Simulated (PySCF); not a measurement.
Electron correlation in O⁻ (oxygen, charge -1)

[He] 2s2 2p5, 2P determinant. All numbers are calculated (PySCF 2.14, the non-relativistic Hamiltonian (point nucleus), in aug-cc-pVDZ (4s3p2d, 23 functions)). Frozen: 1s2; 7 electrons correlated.

```csv
level,correlation energy (mhartree)
CCSD,-186.44
(T),-5.47
CCSD(T),-191.91
CCSDT,-192.60
```

Diagnostics: T1 = 0.026, D1 = 0.0503, largest double amplitude 0.053.

Task: Is a single reference adequate?

Result: Yes: T1 lies below 0.03 and no double amplitude reaches 0.07.
